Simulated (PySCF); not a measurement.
## Correlation energy of V³⁺ (vanadium, charge +3)

[Ar] 3d2, high-spin 3F determinant. All numbers are calculated (PySCF 2.14, the non-relativistic Hamiltonian (point nucleus), in def2-TZVPPD). Frozen: [Ar]; 2 electrons correlated.

With two correlated electrons CCSD is exact within the correlated space (frozen core and kept virtual orbitals).

```json
{"level": "CCSD", "correlation energy (mhartree)": "-4.94"}
```

Diagnostics: T1 = 0.00096, D1 = 0.0014, largest double amplitude 0.013.

Cost of the coupled-cluster step: of the order of 2.7 core-seconds, for 2 correlated electrons.
